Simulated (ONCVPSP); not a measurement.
# iron: ONCV pseudisation with PBE, scalar-relativistic reference atom.

- Element: Fe (Z = 26)
- Generator: ONCVPSP 4.0.1
- Type: optimised norm-conserving Vanderbilt (ONCV)
- Functional: PBE
- Relativity: scalar-relativistic
- Frozen core: [Ne]
- Valence charge: 16
- Reference configuration: 3s2 3p6 3d6 4s0.5 (charge +1.5)
- Partial waves: 3s+4s: rc 1.35 bohr, ncon 4, nbas 7, qcut 6.8 1/bohr, 2 projectors; 3p: rc 1.35 bohr, ncon 4, nbas 8, qcut 9.3 1/bohr, 3 projectors, debl 2.8 Ha; 3d: rc 1.80 bohr, ncon 4, nbas 8, qcut 6.9 1/bohr, 1 projector
- Local potential: polynomial inside 1.05 bohr (lpopt 4, dvloc0 1 Ha)
- Core correction: Teter function fitted to the true core (icmod 2), fcfact 0.7

All-electron outer shells of the reference configuration (PBE, scalar-relativistic, ld1.x):

```json
{"shell": "2p", "level (eV)": "-711.62", "outermost node (bohr)": "–", "outermost maximum (bohr)": "0.18"}
{"shell": "3s", "level (eV)": "-107.35", "outermost node (bohr)": "0.33", "outermost maximum (bohr)": "0.70"}
{"shell": "3p", "level (eV)": "-73.39", "outermost node (bohr)": "0.30", "outermost maximum (bohr)": "0.72"}
{"shell": "3d", "level (eV)": "-20.69", "outermost node (bohr)": "–", "outermost maximum (bohr)": "0.71"}
{"shell": "4s", "level (eV)": "-16.17", "outermost node (bohr)": "1.00", "outermost maximum (bohr)": "2.24"}
```

Task: Does the generator finish with these settings?

Result: Yes, a potential is produced and its reference levels are reproduced.

Task: Estimate the cutoffs (Ha) at which the residual kinetic energy of the hardest occupied pseudo-wave falls to 1 and 0.1 mHa per electron.

Result: 32 Ha and 71 Ha.

Task: What does a ghost test show?

Result: No bound ghost flagged; GHOST(+) flags only above 600 eV.

Task: Tests: 3s2 3p6 3d6 4s2; 3s2 3p6 3d6 4s1; 3s2 3p6 3d6 4s0; 3s2 3p6 3d5 4s2 4p1. Which has the largest error in its energy relative to the reference configuration, and how large is it?

Result: 3s2 3p6 3d5 4s2 4p1, with +232 meV (all-electron minus pseudo) on -7.10 eV.
